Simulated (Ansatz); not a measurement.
`CCCCS(C)(=O)=O`, relaxed with RKS PBE-D4/def2-SVP in Ansatz from a rough embedded geometry. The force threshold is 0.03 eV/Å; the program also tests the step.

Total charge 0; spin multiplicity 1.

Start:

```xyz
20

C    -2.536    0.461   -0.267
C    -1.741   -0.848   -0.334
C    -0.667   -0.996    0.753
C     0.399   -0.051    0.771
S     1.498   -0.052   -0.655
C     2.842    1.029   -0.188
O     2.048   -1.418   -0.724
O     0.813    0.503   -1.780
H    -2.898    0.624    0.752
H    -1.805    1.308   -0.482
H    -3.277    0.497   -0.990
H    -2.482   -1.681   -0.213
H    -1.241   -0.954   -1.334
H    -1.169   -0.990    1.755
H    -0.261   -2.017    0.672
H     1.093   -0.199    1.672
H     0.061    1.010    0.857
H     3.565    1.063   -0.995
H     2.408    2.034   -0.004
H     3.352    0.676    0.733
```

Q: By how much does the energy fall, and how many steps does the optimiser take? (An estimate is asked.)

A: The calculation gave: 53.34 kJ/mol, in 7 steps.

Q: Which bonds change most? (Best estimate.)

A: Ansatz gave: C3–C4 from 1.425 to 1.530 Å; C1–H11 from 1.035 to 1.108 Å; S5–O8 from 1.429 to 1.486 Å; C4–H16 from 1.146 to 1.109 Å.

Q: Give the relaxed structure. (Estimate.)

A: The calculation gave: 
```xyz
20

C    -2.428    0.438   -0.359
C    -1.702   -0.907   -0.307
C    -0.685   -1.045    0.836
C     0.394    0.038    0.902
S     1.391    0.047   -0.634
C     2.868    1.000   -0.185
O     1.819   -1.349   -0.897
O     0.672    0.832   -1.670
H    -2.896    0.694    0.617
H    -1.733    1.255   -0.641
H    -3.234    0.426   -1.120
H    -2.438   -1.732   -0.199
H    -1.185   -1.081   -1.274
H    -1.213   -1.029    1.816
H    -0.177   -2.029    0.765
H     1.106   -0.155    1.730
H    -0.015    1.063    1.006
H     3.460    1.045   -1.118
H     2.566    2.018    0.127
H     3.431    0.471    0.607
```
